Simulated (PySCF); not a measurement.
H₈Si₂Sn, SMILES [SnH2]([SiH3])[SiH3].

The structure is a stationary point at PBE-D3(BJ)/def2-SVP. The structure was generated by enumeration; whether it is a known compound was not checked. The def2 effective core potentials stand for the cores of Sn; spin–orbit coupling is left out.

The numbers are results of PBE-D3(BJ)/def2-SVP (PySCF), not measurements.

Frequencies are harmonic and unscaled.

| mode | ν (cm⁻¹) | IR (km/mol) | moving atoms (share of kinetic energy) |
|---|---|---|---|
| 1 | 63 | 0.0 | H 99 % |
| 2 | 65 | 0.9 | Si 64 %, Sn 19 %, H 18 % |
| 3 | 65 | 0.0 | H 94 % |
| 4 | 246 | 15.3 | H 97 % |
| 5 | 284 | 0.3 | Si 77 %, Sn 14 %, H 9 % |
| 6 | 304 | 6.0 | Si 65 %, Sn 26 %, H 9 % |
| 7 | 368 | 0.0 | H 98 % |
| 8 | 393 | 31.7 | H 95 % |
| 9 | 493 | 0.2 | H 87 %, Si 12 % |
| 10 | 498 | 2.2 | H 87 %, Si 10 % |
| 11 | 551 | 200.4 | H 93 % |
| 12 | 571 | 0.0 | H 93 % |
| 13 | 689 | 96.0 | H 99 % |
| 14 | 809 | 396.9 | H 91 %, Si 9 % |
| 15 | 836 | 120.6 | H 92 %, Si 8 % |
| 16 | 902 | 0.0 | H 98 % |
| 17 | 903 | 29.1 | H 97 % |
| 18 | 906 | 59.5 | H 98 % |
| 19 | 906 | 40.3 | H 98 % |
| 20 | 1830 | 129.9 | H 99 % |
| 21 | 1842 | 152.1 | H 99 % |
| 22 | 2146 | 105.6 | H 99 % |
| 23 | 2149 | 25.6 | H 99 % |
| 24 | 2166 | 0.0 | H 96 % |
| 25 | 2167 | 52.0 | H 96 % |
| 26 | 2168 | 101.3 | H 96 % |
| 27 | 2168 | 150.9 | H 96 % |
